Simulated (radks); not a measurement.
Results of a calculation; reference values are marked as such.
The tin ion Sn48+, configuration 2s2 (not the ground configuration).

Level of theory: Dirac Kohn-Sham, PBE, spin-unpolarised, spherical densities, point nucleus (a radial shooting solver on a logarithmic mesh with Libxc functionals).

Energy parts (eV):
part                      energy
total                 -17574.381
kinetic                19196.499
electron-nucleus      -36964.917
Hartree                  429.393
exchange-correlation    -235.355

Orbitals (lengths in bohr, moments of r in powers of bohr; r(90%) holds 90 % of the orbital's charge):
orbital	occ.	eigenvalue (eV)	<1/r>	r(90%)	small-component weight
2s1/2	2	-8604.814	13.58	0.176	8.60e-03

The highest occupied level is 2s1/2 at -8604.8 eV. Summed over all electrons, <r^2> = 0.03086 bohr^2, which gives a Langevin (diamagnetic) susceptibility term of -0.0244 x 10^-6 cm^3/mol. The density falls to 0.001 e/bohr^3 at r = 0.40 bohr.
